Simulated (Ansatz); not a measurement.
The same path of H₄InNS₂ (8 atoms, charge 0, multiplicity 1) was run twice with different band settings. The coordinate that changes most is the height of N1 over the plane of its neighbours.

All numbers below come from RKS CAM-B3LYP-D4/def2-SVP in Ansatz.

Relaxed end points:

```xyz
8
Properties=species:S:1:pos:R:3
N -0.960 1.724 -0.384
In 0.002 0.009 0.020
S 2.388 -0.060 -0.213
S -1.256 -1.860 0.844
H -1.967 1.737 -0.505
H -0.523 2.440 -0.954
H 2.489 -1.353 0.155
H -0.171 -2.637 1.037
```

```xyz
8
Properties=species:S:1:pos:R:3
N -1.005 1.586 -0.746
In -0.006 -0.001 -0.024
S 2.385 -0.068 -0.204
S -1.241 -1.858 0.860
H -1.962 1.758 -0.454
H -0.518 2.462 -0.906
H 2.482 -1.324 0.279
H -0.136 -2.557 1.195
```

Common settings: movable images 7; spring 5.0 eV/Å²; start path IDPP; force threshold 0.03 eV/Å; iteration limit 60; end points relaxed.

| run | climbing image | optimiser |
| --- | --- | --- |
| 1 | yes | quadratic models (default) |
| 2 | from the first iteration | lbfgs |

What does each run give, and how far can it be trusted?

Run 1: converged after 8 iterations, highest image 0.004 eV above the first end. The top lies less than 8 meV above the higher end, about what the thresholds resolve: the motion is nearly free. A vibrational analysis at the climbing image gives one clearly imaginary mode, 185i cm⁻¹: a first-order saddle point.
Run 2: converged after 7 iterations, highest image 0.004 eV above the first end. The top lies less than 8 meV above the higher end, about what the thresholds resolve: the motion is nearly free. Another band between the same ends (7 images) ends at a top of the same energy, where a vibrational analysis finds 1 clearly imaginary mode.
